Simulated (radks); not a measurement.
Values are calculated unless marked as measured or tabulated.
The nuclear charge of the iodine ion I2+ is varied continuously with 51 electrons held in [Kr] 4d10 5s2 5p3. Code: a radial shooting solver on a logarithmic mesh with Libxc functionals. Model: scalar-relativistic Kohn-Sham, LDA (Slater exchange, Perdew-Wang correlation), spin-polarised, spherical densities, finite nucleus; open shells are filled with parallel spins first (spin-orbit coupling, left out, can overturn this in heavy ions); Fermi nuclear charge, rms radius 4.75 fm. By the Hellmann-Feynman theorem dE/dZ = E(electron-nucleus)/Z, the electronic potential at the nucleus (averaged over a nucleus of fixed radius). The scalar-relativistic energy here is not variational (the density holds large components alone), so the two differ by a part that grows with Z.

Z,E (hartree),E(electron-nucleus)/Z (hartree),HOMO,e(HOMO) (eV),<r> HOMO (bohr)
52,-6788.32726,-315.576,5p,-14.591,2.456
52.5,-6947.74834,-319.764,5p,-19.856,2.312
53,-7109.28520,-323.956,5p,-25.554,2.192
53.5,-7272.94103,-328.155,5p,-31.657,2.088
54,-7438.71958,-332.360,5p,-38.148,1.998

The central difference of E at Z = 53 is -325.193 hartree, to compare with the third column; the second derivative is -8.48 hartree.
